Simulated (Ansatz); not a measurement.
The same germylene extrusion along the group B, Al, Ga.

Program: Ansatz. Geometries: PBE0-D4/def2-TZVP. ΔE: electronic, gas phase. CBS: MP2 limit from def2 TZ/QZ plus the TZ coupled-cluster correction, frozen cores. This one scheme is used for every species. Functionals use def2-TZVPP. B3LYP here is the variant with VWN-RPA as its local correlation; programs differ in this. For Ga, Ge outer-core shells are correlated without core-valence functions, which leaves a few kJ/mol of doubt a bond. Scalar relativity is left out up to krypton.

| reaction | B3LYP-D4 (kcal/mol) | CCSD(T)/CBS(def2) (kcal/mol) |
| --- | --- | --- |
| `B[CH2][GeH3]` → `BC` + `[GeH2]` | 37.1 | 42.3 |
| `[AlH2][CH2][GeH3]` → `[CH3][AlH2]` + `[GeH2]` | 34.8 | 40.3 |
| `[GaH2][CH2][GeH3]` → `[CH3][GaH2]` + `[GeH2]` | 34.6 | 40.2 |

Largest T1 diagnostic: 0.012, for `[GaH2][CH2][GeH3]`.
